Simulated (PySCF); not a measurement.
Worked example: oscillator strength and radiative lifetime

BH₂I, SMILES BI.

The structure is a stationary point at B3LYP-D3(BJ)/def2-TZVP. The def2 effective core potentials stand for the cores of I; spin–orbit coupling is left out.

PySCF with TDA-M06-2X/def2-TZVPD puts the first singlet state with f over 0.02 at 5.63 eV (vertical), with the transition dipole (0.000, 0.000, -0.934) in atomic units.

Task: Find the oscillator strength, the wavelength and the radiative lifetime that this transition would have in vacuum if emission retraced absorption.

Result: 
|μ|² = 0.8724 au, so |μ| = 2.37 D. ΔE = 5.63/27.211 = 0.2069 hartree. f = (2/3) ΔE |μ|² = 0.120 (the program prints 0.120).
λ = 1239.84/5.63 = 220 nm; ν = 45409 cm⁻¹.
Einstein's coefficient A = 0.6670 ν² f s⁻¹ (ν in cm⁻¹) = 1.7e8 s⁻¹, so τ = 1/A = 6.0 ns. This state is S2; the lower singlet has f = 0.000. The figure is the radiative limit of this one transition; relaxation, internal conversion, crossing to triplets and a medium change what is measured.
